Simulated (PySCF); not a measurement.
H4BeSSi, SMILES [SiH3][Be][SH], singlet, PBE0/def2-SVP optimised geometry.

```
7

Be    -1.36    -1.82    -1.68
S     -2.10    -2.80    -3.15
H     -2.43    -3.85    -2.35
Si    -0.53    -0.72     0.00
H     -0.97     0.72     0.00
H      0.97    -0.72     0.00
H     -0.97    -1.31     1.31
```

Density from PBE0/def2-TZVP (PySCF) at that geometry.

Minimum of the electron density along straight lines between bonded atoms, close to the bond critical point (lines longer than 1.1 times the sum of covalent radii, or with two minima, are not listed):

```
bond     length / Å  ρ at the minimum / e bohr⁻³  ∇²ρ there / e bohr⁻⁵  position (fraction from the first atom)
-------  ----------  ---------------------------  --------------------  ---------------------------------------
Be1–S2        1.915                        0.082                  0.27                                     0.30
S2–H3         1.355                            …                     …                                     0.64
Be1–Si4       2.178                            …                 -0.01                                     0.30
Si4–H5        1.500                        0.115                  0.16                                     0.49
Si4–H6        1.499                        0.115                  0.16                                     0.49
Si4–H7        1.501                        0.115                  0.16                                     0.49
```

Task: What belongs in the gaps?

Result: 
- S2–H3, ρ at the minimum / e bohr⁻³: 0.205
- S2–H3, ∇²ρ there / e bohr⁻⁵: -0.56
- Be1–Si4, ρ at the minimum / e bohr⁻³: 0.073
